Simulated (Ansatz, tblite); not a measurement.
Cost and result up the ladder for Si₂Se₄ (6 atoms). The state is a singlet with charge 0. Geometry: PBE0-D4/def2-SVP.

```xyz
6

Si   -0.871   -1.152   -0.251
Si    0.870    1.153    0.251
Se   -0.817    0.291    1.507
Se   -2.102   -2.778   -0.602
Se    0.818   -0.292   -1.506
Se    2.102    2.778    0.602
```

Ansatz on 4 threads of Arm Neoverse V2 on a shared host; xTB runs through tblite on one thread. Times are rough, summed over both states, and most runs start from the orbitals of an earlier one. PBE0-D4/def2-TZVP serves as the yardstick here, not as an exact answer. Differences are given only for rows in sets of like size (and for xTB, whose basis is part of the method), since another set adds its own error. The other state is a quintet at its own geometry.

The xTB rows come from tblite. Correlated methods freeze 46 core orbitals; core or outer-core shells of Se are correlated, in sets that lack core-valence functions. At PBE0-D4/def2-TZVP a singlet of charge 0 lies 3.25 eV below the quintet, each at its own geometry. The structure comes from a short search, and lower isomers may exist.

Correlated methods converge slowly with the basis.

xTB has no spin-polarisation term.

```csv
level,functions,wall time
GFN1-xTB,54,0.016 s
GFN2-xTB,54,0.02 s
HF/STO-3G,90,4.1 s
LDA (SPW92)/def2-TZVP,266,8.2 s
PBE-D4/def2-TZVP,266,17 s
r2SCAN-D4/def2-TZVP,266,43 s
MP2/def2-TZVP,266,52 s
PBE0-D4/def2-TZVP (with forces),266,56 s
```

Problem. Estimate what each level gives for the quintet − singlet (eV).

Solution. 
```tsv
level	quintet − singlet (eV)	difference from PBE0-D4/def2-TZVP (eV)
GFN1-xTB	6.15	2.91
GFN2-xTB	3.07	-0.18
HF/STO-3G	1.54	–
LDA (SPW92)/def2-TZVP	3.33	0.09
PBE-D4/def2-TZVP	3.00	-0.24
r2SCAN-D4/def2-TZVP	3.17	-0.08
MP2/def2-TZVP	4.28	1.04
PBE0-D4/def2-TZVP (with forces)	3.24	0.00
```
